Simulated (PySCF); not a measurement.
**How methods differ on the ionisation energy of Tl²⁺**

Tl²⁺ [Xe] 4f14 5d10 6s1 (2S) → Tl³⁺ [Xe] 4f14 5d10 (1S), as a difference of total energies. All numbers are calculated (PySCF 2.14, scalar relativity through the core potential, in aug-cc-pVTZ-PP with ECP60MDF (6s5p4d2f, 55 functions)). The calculations carry no spin-orbit coupling.

| method | ionisation energy (eV) |
| --- | --- |
| UHF | 28.157 |
| LDA | 30.769 |
| PBE | 30.304 |
| PBE0 | 29.954 |
| r2SCAN | 30.120 |
| r2SCAN0 | 29.906 |
| wB97M-V | 29.486 |
| LC-wPBE | 29.740 |
| PW91 | 30.398 |

Which method comes closest to the reference value, and which is furthest?

The reference is 29.852 eV (measured; NIST Atomic Spectra Database, ionization energies). Closest: r2SCAN0 (error 0.054 eV); furthest: UHF (error -1.695 eV).
